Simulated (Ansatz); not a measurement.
Consider the substitution at a C–C bond: `COC(C)=O` + `[F][AlH][SeH]` → `C[Se][AlH][F]` + `COC=O`.

Gas-phase electronic energies from Ansatz, PBE0-D4/def2-TZVP geometries. CCSD(T)/CBS is the MP2 limit (def2-TZVPP, def2-QZVPP) plus CCSD(T) − MP2 in def2-TZVPP, frozen cores. DFT in def2-TZVPP. B3LYP here is the variant with VWN-RPA as its local correlation; programs differ in this. HSE06 is defined as in plane-wave codes. For Se outer-core shells are correlated without core-valence functions, which leaves a few kJ/mol of doubt a bond. Scalar relativity is left out up to krypton. One conformer a species, not always the lowest.

`COC(C)=O`:

```xyz
11

C    -0.487    0.347   -1.746
O     0.226    0.498   -0.523
C    -0.125   -0.353    0.452
C     0.682   -0.114    1.691
O    -0.978   -1.189    0.323
H    -0.336   -0.651   -2.159
H    -1.555    0.503   -1.589
H    -0.087    1.102   -2.419
H     1.744   -0.243    1.473
H     0.373   -0.811    2.466
H     0.543    0.913    2.033
```

`[F][AlH][SeH]`:

Cartesian coordinates in Å:
```
F -0.433 1.656 -1.352
Al -0.401 0.467 -0.213
Se 1.519 -0.800 -0.135
H -1.639 0.263 0.731
H 0.954 -1.586 0.971
```

`C[Se][AlH][F]`:

Cartesian coordinates in Å:
```
C -0.975 0.715 -0.770
Se -0.767 0.391 1.158
Al 1.149 -0.852 0.991
F 1.833 -1.435 2.373
H -0.966 1.790 -0.934
H -0.167 0.252 -1.335
H -1.928 0.295 -1.083
H 1.819 -1.157 -0.401
```

`COC=O`:

Z-matrix (Å, degrees):
```
C
O 1 1.427
H 1 1.091 2 110.5
H 1 1.087 2 105.9 3 119.7
H 1 1.091 2 110.5 3 -120.5
C 2 1.330 1 115.2 3 60.3
O 6 1.196 2 125.8 1 0.0
H 6 1.100 2 109.2 1 180.0
```

```
             level  ΔE (kJ/mol)  difference from CCSD(T)/CBS
       LDA (SPW92)         49.2                          8.5
            PBE-D4         36.8                         -3.9
         revPBE-D4         35.2                         -5.5
           BLYP-D4         34.0                         -6.7
         r2SCAN-D4         43.6                          2.9
            B97M-V         45.6                          4.9
           PBE0-D4         41.8                          1.1
          B3LYP-D4         38.9                         -1.8
        r2SCANh-D4         44.6                          3.9
        r2SCAN0-D4         46.0                          5.3
          HSE06-D4         41.5                          0.8
          BHLYP-D4         43.6                          2.9
      CAM-B3LYP-D4         45.6                          4.9
           ωB97X-V         43.9                          3.2
           ωB97M-V         43.3                          2.6
            B2PLYP         39.1                         -1.6
          PBE-QIDH         42.7                          2.0
               PBE         37.4                         -3.3
            revPBE         34.6                         -6.1
            r2SCAN         43.5                          2.8
              PBE0         42.4                          1.7
           r2SCANh         44.6                          3.9
           r2SCAN0         46.1                          5.4
             HSE06         42.1                          1.4
             BHLYP         45.8                          5.1
           LC-ωPBE         47.1                          6.4
RPA@PBE/def2-TZVPP         36.5                         -4.2
       HF/def2-SVP         57.9                         17.2
      MP2/def2-SVP         51.0                         10.3
  CCSD(T)/def2-SVP         53.4                         12.7
     HF/def2-TZVPP         49.0                          8.3
SCS-MP2/def2-TZVPP         36.7                         -4.0
   CCSD/def2-TZVPP         42.0                          1.3
CCSD(T)/def2-TZVPP         39.8                         -0.9
     HF/def2-QZVPP         49.1                          8.4
    MP2/def2-QZVPP         37.5                         -3.2
SCS-MP2/def2-QZVPP         37.1                         -3.6
      HF/CBS(def2)         49.1                          8.4
     MP2/CBS(def2)         37.8                         -2.9
    CCSD/CBS(def2)         42.8                          2.1
       CCSD(T)/CBS         40.7                            0
```

Largest T1 diagnostic among the species: 0.015.

At CCSD(T), def2-SVP lies +12.8 kJ/mol from the extrapolated value and def2-TZVPP −0.8 kJ/mol. From BLYP to BHLYP (50 % exact exchange), in def2-TZVPP and without D4, ΔE moves by +10.4 kJ/mol.
